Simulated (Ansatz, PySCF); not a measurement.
Spin states of ClOV (SMILES [O]=[V][Cl]), each relaxed with B3LYP-D3(BJ)/def2-TZVP.
State 1 (charge 0, multiplicity 3):
```tsv
atom	x (Å)	y (Å)	z (Å)
V	0.3618	0.2356	-0.1881
O	-0.3767	1.3464	-1.0422
Cl	-0.0184	-1.5346	1.1600
```
State 2 (charge 0, multiplicity 1):
```xyz
3

V      0.411     0.241    -0.192
O     -0.401     1.311    -1.015
Cl    -0.043    -1.504     1.137
```

```tsv
level	energy of the multiplicity-1 state less that of the multiplicity-3 state (eV)	cost
SVWN5/def2-TZVPP	1.055	×0.6
PBE/def2-TZVPP	1.057	×1
PBE-D3(BJ)/def2-TZVPP	1.056	×1
PBE-D4/def2-TZVPP	1.056	×1
BLYP/def2-TZVPP	0.907	×1
BLYP-D3(BJ)/def2-TZVPP	0.906	×1
BLYP-D4/def2-TZVPP	0.905	×1
r2SCAN/def2-TZVPP	1.140	×2
r2SCAN-D3(BJ)/def2-TZVPP	1.140	×2
r2SCAN-D4/def2-TZVPP	1.140	×2
B97M-V/def2-TZVPP	0.841	×3
r2SCANh/def2-TZVPP	1.174	×1
B3LYP/def2-TZVPP	0.983	×0.9
B3LYP-D3(BJ)/def2-TZVPP	0.982	×0.9
B3LYP-D4/def2-TZVPP	0.981	×0.9
PBE0/def2-TZVPP	1.166	×0.6
PBE0-D3(BJ)/def2-TZVPP	1.166	×0.6
PBE0-D4/def2-TZVPP	1.166	×0.6
BHLYP/def2-TZVPP	1.093	×0.8
BHLYP-D3(BJ)/def2-TZVPP	1.092	×0.8
BHLYP-D4/def2-TZVPP	1.091	×0.8
CAM-B3LYP/def2-TZVPP	1.030	×0.7
CAM-B3LYP-D3(BJ)/def2-TZVPP	1.030	×0.7
CAM-B3LYP-D4/def2-TZVPP	1.030	×0.7
wB97X-V/def2-TZVPP	0.928	×1
wB97M-V/def2-TZVPP	0.806	×2
B2PLYP/def2-TZVPP	0.951	×1
B2PLYP-D3(BJ)/def2-TZVPP	0.951	×1
B2PLYP-D4/def2-TZVPP	0.951	×1
```

The rows run from 0.806 (wB97M-V/def2-TZVPP) to 1.174 eV (r2SCANh/def2-TZVPP). The dispersion term adds -0.001 in PBE-D3(BJ), -0.001 in PBE-D4, -0.001 in BLYP-D3(BJ). The 13 functionals in def2-TZVPP without D3 or D4 span 0.368, from wB97M-V to r2SCANh.

Singlets are restricted, other states unrestricted; no spin–orbit coupling, no relativity up to Kr; see below for the cores. The largest T1 diagnostic is 0.075.

Correlated levels freeze the inner cores; with def2 sets outer-core shells near the valence are correlated too.

Doubts at one or more of the structures used: a restricted determinant that unrestricted orbitals would lower (B2PLYP/def2-TZVPP, B2PLYP-D3(BJ)/def2-TZVPP, B2PLYP-D4/def2-TZVPP).

Programs: Ansatz (Gaussian orbitals); PySCF for the dispersion terms. Values without a source in brackets are computed.

Costs are rough ratios of core time to PBE/def2-TZVPP (about 60 s over the structures, on one shared machine); a dash marks a level with no comparable run of its own.

Ansatz is a first-principles code.
